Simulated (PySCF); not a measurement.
NbCl4, SMILES [Cl][Nb]([Cl])([Cl])[Cl] (connectivity only; charge and spin as stated), neutral, multiplicity 2.

Coordinates come from a B3LYP-D3(BJ)/def2-SVP optimisation. The spin state was assumed, not searched. The def2 effective core potentials stand for the cores of Nb; spin–orbit coupling is left out.

These are M06-2X/def2-TZVP (PySCF) values and carry that method's errors.

Isolated molecule, no solvent.

Computed frontier levels, dipole moment and polarisability:
The α spin, highest occupied and lowest empty level comes out as -8.01 and -2.95 eV, the β spin, highest occupied and lowest empty level is -10.98 and -2.65 eV and the dipole moment comes out as 0.00 D. The quadrupole, principal values (traceless, Buckingham form, about the centre of nuclear charge) is -0.47, -0.47, 0.94 D·Å. The mean static polarisability is 92.8 bohr³ (13.75 Å³) and the polarisability, principal values is 88.2, 95.1, 95.1 bohr³. The ⟨S²⟩ is 0.754 (pure state 0.75).
